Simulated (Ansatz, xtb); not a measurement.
## C2H5BrGe: where a starting geometry ends

The starting geometry of this gas-phase singlet was built from a drawn formula by distance geometry and a force field; its bonds are those of `[CH][CH2][GeH2][Br]`.

```xyz
9

C     1.0145   -1.8280   -1.4950
C     1.2347   -1.4064   -0.0856
Br   -1.3577    0.9841   -0.5050
Ge   -0.4782   -0.9076    0.6617
H     2.0493   -2.1353   -1.9217
H     1.6328   -2.2215    0.5513
H     1.8921   -0.5663    0.0276
H    -1.4929   -2.0946    0.5341
H    -0.3721   -0.5149    2.1761
```

Problem. Predict what it relaxes into with r2SCAN-D4/def2-SVP.

Solution. It rearranges to `C=[CH][GeH2][Br]`. Contacts that open: C2–Ge4 (1.93 → 2.87 Å). Contacts that close: C1–Ge4 (2.78 → 1.93 Å).

The energy falls by 3.83 eV over 31 steps:

```
step  E − E(last) (eV)
   1             3.834
   4             3.600
   8             3.417
  11             3.141
  14             2.755
  18             0.802
  21             0.120
  24             0.014
  28             0.000
  31             0.000
```

Final geometry (Å):

| atom | x (Å) | y (Å) | z (Å) |
| --- | --- | --- | --- |
| C | 0.9171 | -1.4355 | -0.5904 |
| C | 2.0474 | -1.5019 | 0.1262 |
| Br | -1.5924 | 0.9500 | -0.6297 |
| Ge | -0.7915 | -1.0603 | 0.2244 |
| H | 0.9514 | -1.5923 | -1.6765 |
| H | 2.0592 | -1.3407 | 1.2112 |
| H | 3.0156 | -1.7192 | -0.3410 |
| H | -1.8585 | -2.1074 | -0.1202 |
| H | -0.6256 | -0.8834 | 1.7393 |

From the same start GFN2-xTB reaches the same bonding as this run.

The end wasn't checked by frequencies. Run with Ansatz 0.2.0, 97 s on 2 threads of Arm Neoverse V1, with other jobs on the host.
